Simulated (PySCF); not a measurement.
These 2 structures share the formula H7NOSi2Te. Method: PySCF 2.14.0, PBE0-D3(BJ)/def2-SVP geometry optimisation, gas phase, def2 core potentials past Kr. Energies are electronic, without zero-point or thermal terms, for one conformer each. No frequencies were run at this level. Point groups hold within 0.08 Å.

Question: Rank from lowest to highest electronic energy at this level (kcal/mol).
A. `[NH2:1][Si@@H:2]([TeH:3])[O:4][SiH3:5]` with H–N1–Si2–Te3 159° and -46°, N1–Si2–Te3–H -46°, N1–Si2–O4–Si5 -80°
B. `[NH2:1][Si@H:2]([OH:3])[Te:4][SiH3:5]` with H–N1–Si2–O3 69° and -84°, N1–Si2–O3–H -71°, N1–Si2–Te4–Si5 -31°

Answer: A (0.0), B (4.4).

As drawn, the higher has an O–H bond, which the lower lacks.

```json
{"SMILES": "N[Si@@H]([TeH])O[SiH3]", "E (Eh)": "-980.65416", "E rel (kcal/mol)": "0.0", "dipole (D)": "2.16", "point group": "C1", "A, B, C (MHz)": "2208, 904.0, 690.3"}
{"SMILES": "N[Si@H](O)[Te][SiH3]", "E (Eh)": "-980.64719", "E rel (kcal/mol)": "4.4", "dipole (D)": "2.63", "point group": "C1", "A, B, C (MHz)": "2164, 1240, 827.9"}
```
